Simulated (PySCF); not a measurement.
Sn(H)3(OEt) (C2H8OSn), SMILES C(C)[O][SnH3].

Geometry optimised at PBE-D3(BJ)/def2-SVP. The structure was generated by enumeration; whether it is a known compound was not checked. The def2 effective core potentials stand for the cores of Sn; spin–orbit coupling is left out. Other conformers were not sampled.

All values below come from ωB97X/def2-TZVP (PySCF).

Symmetry labels are those of the subgroup Cs that the program uses (full group Cs).

Computed valence orbital energies around the gap with their symmetry:
```json
[
 {"orbital": "HOMO−7", "symmetry": "A'", "energy (eV)": "-14.83"},
 {"orbital": "HOMO−6", "symmetry": "A'", "energy (eV)": "-13.76"},
 {"orbital": "HOMO−5", "symmetry": "A'", "energy (eV)": "-12.78"},
 {"orbital": "HOMO−4", "symmetry": "A\"", "energy (eV)": "-12.69"},
 {"orbital": "HOMO−3", "symmetry": "A'", "energy (eV)": "-11.75"},
 {"orbital": "HOMO−2", "symmetry": "A\"", "energy (eV)": "-11.75"},
 {"orbital": "HOMO−1", "symmetry": "A'", "energy (eV)": "-10.47"},
 {"orbital": "HOMO", "symmetry": "A\"", "energy (eV)": "-9.83"},
 {"orbital": "LUMO", "symmetry": "A'", "energy (eV)": "1.33"},
 {"orbital": "LUMO+1", "symmetry": "A'", "energy (eV)": "2.20"},
 {"orbital": "LUMO+2", "symmetry": "A'", "energy (eV)": "2.79"},
 {"orbital": "LUMO+3", "symmetry": "A\"", "energy (eV)": "2.88"}
]
```
